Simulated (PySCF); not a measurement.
F₃S, SMILES F[S+](F)F, charge +1. Atoms are numbered in the order given.

```xyz
4

F     -1.1567     0.6678    -0.2651
S      0.0000     0.0000     0.4473
F      0.0000    -1.3356    -0.2651
F      1.1567     0.6678    -0.2651
```
Charge +1, spin multiplicity 1.

The structure is a stationary point at B3LYP-D3(BJ)/def2-TZVP. The isomer is the one that the SMILES or the coordinates give; other isomers of the formula were not compared.

These are PySCF with SMD-ωB97X/6-31G* values and carry that method's errors.

Solvation free energies are E(SMD) − E(gas) at the gas-phase geometry, for 1 M in both phases.

```tsv
solvent	ΔG(solv) (kcal/mol)	its non-electrostatic (CDS) part
water	-60.5	2.6
cyclohexanone	-59.2	0.6
dichloromethane	?	?
```

Task: Fill in the missing entries. (Estimate from the structure and the level; the computed values follow.)

Result: 
- dichloromethane, ΔG(solv) (kcal/mol): -56.8
- dichloromethane, its non-electrostatic (CDS) part: 0.0
